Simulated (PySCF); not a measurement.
Geometry:
| atom | x (Å) | y (Å) | z (Å) |
| --- | --- | --- | --- |
| C1 | -2.043 | -0.255 | -0.423 |
| C2 | -0.530 | -0.126 | -0.542 |
| C3 | 0.006 | 1.082 | 0.251 |
| C4 | 1.537 | 1.200 | 0.148 |
| Al5 | 2.041 | -0.702 | 0.154 |
| C6 | 0.226 | -1.405 | -0.121 |
| H7 | -2.558 | 0.660 | -0.757 |
| H8 | -2.421 | -1.096 | -1.024 |
| H9 | -2.332 | -0.439 | 0.626 |
| H10 | -0.292 | 0.066 | -1.608 |
| H11 | -0.283 | 0.944 | 1.311 |
| H12 | -0.508 | 2.002 | -0.082 |
| H13 | 1.821 | 1.644 | -0.827 |
| H14 | 1.969 | 1.863 | 0.914 |
| H15 | 3.449 | -1.429 | 0.318 |
| H16 | -0.172 | -1.759 | 0.852 |
| H17 | 0.076 | -2.238 | -0.826 |

Geometry: PBE0-D3(BJ)/def2-SVP; GIAO shifts from PySCF 2.14.0 with density-fitted response routines, gas phase, non-relativistic, averaged over equivalent atoms.

At PBE0/pcSseg-1 (164 basis functions, 99 s wall time (68 s CPU) on 1 thread of an Intel Xeon, shared host):
```csv
atoms,δ (ppm)
C3,38.8
C2,38.5
C1,27.6
C6,22.1
C4,14.6
Al5,250.9
H15,5.87
H12,2.10
H10,1.19
H7/H8/H9,1.15
H14,0.79
H17,0.73
H11,0.67
H13,0.04
H16,-0.54
```

Scale: ¹³C (σref 184.41), ¹H (σref 31.27) against TMS; AlH4- for ²⁷Al (σref 489.28) (reference shieldings calculated alike).

Q: Estimate the result of repeating the calculation with wB97X-D/pcSseg-1.

A: 
```
   atoms  δ at wB97X-D/pcSseg-1  change
      C3                   38.1    -0.7
      C2                   37.5    -1.0
      C1                   27.6    +0.0
      C6                   20.6    -1.5
      C4                   12.8    -1.8
     Al5                  247.1    -3.8
     H15                   5.67   -0.20
     H12                   2.02   -0.08
     H10                   1.10   -0.09
H7/H8/H9                   1.14   -0.01
     H14                   0.68   -0.11
     H17                   0.64   -0.09
     H11                   0.64   -0.03
     H13                  -0.02   -0.06
     H16                  -0.55   -0.01
```

Chemical shifts δ = σref − σ; TMS for ¹³C (184.54 ppm) and ¹H (31.38 ppm); AlH4- for ²⁷Al (492.23 ppm), all at this level.

The largest change is at Al5 (aluminium bonded to 2 C, H, in a 5-membered ring). Cost: 164 basis functions, 71 s wall time (61 s CPU) on 1 thread of an Intel Xeon, shared host. The order of the carbon signals is the same at both levels.
